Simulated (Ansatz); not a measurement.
`Cl[SiH2][GeH3]` → `[SiH3]Cl` + `[GeH2]` at 400 K and 1 bar (germylene loss).

Program: Ansatz. Geometries: PBE0-D4/def2-TZVP. ΔE: electronic, gas phase. CCSD(T)/CBS is the MP2 limit (def2-TZVPP, def2-QZVPP) plus CCSD(T) − MP2 in def2-TZVPP, frozen cores. This one scheme is used for every species. For Ge outer-core shells are correlated without core-valence functions, which leaves a few kJ/mol of doubt a bond. Scalar relativity is left out up to krypton.

```
         species  CCSD(T)/CBS energy (Eh)  H − E (kJ/mol)  S (J/(mol·K))
`Cl[SiH2][GeH3]`              -2828.01436           138.8          365.7
      `[SiH3]Cl`               -750.69636            85.8          267.3
        `[GeH2]`              -2077.24753            42.4          231.0
```

H − E and S are ideal-gas, rigid-rotor, harmonic terms from PBE0-D4/def2-TZVP. 1 Eh = 2625.50 kJ/mol, R = 8.31446 J/(mol·K).

Q: By hand: ΔE, ΔH, ΔS and ΔG.

A: ΔE = (-750.69636) + (-2077.24753) − (-2828.01436) = 0.07047 Eh = 185.0 kJ/mol. Δ(H − E) = 85.8 + 42.4 − 138.8 = -10.6, so ΔH = 174.4 kJ/mol. ΔS = 267.3 + 231.0 − 365.7 = 132.6 J/(mol·K). ΔG = 174.4 − 400 × (132.6)/1000 = 121.4 kJ/mol.

Q: By hand: the equilibrium constant, and the temperature at which ΔG would vanish if ΔH and ΔS stayed fixed.

A: log₁₀ K = −ΔG/(RT ln 10) = -15.9. ΔG = 0 at ΔH/ΔS = 1315 K.

The number of gas molecules changes by +1, which sets the sign of ΔS. A doubt of 5 kJ/mol in ΔE shifts log₁₀ K by 0.7 here. These are equilibria of isolated gas molecules and say nothing of rates. Largest T1 diagnostic: 0.012 (customary marks: 0.02 for closed shells, 0.045 for open ones).
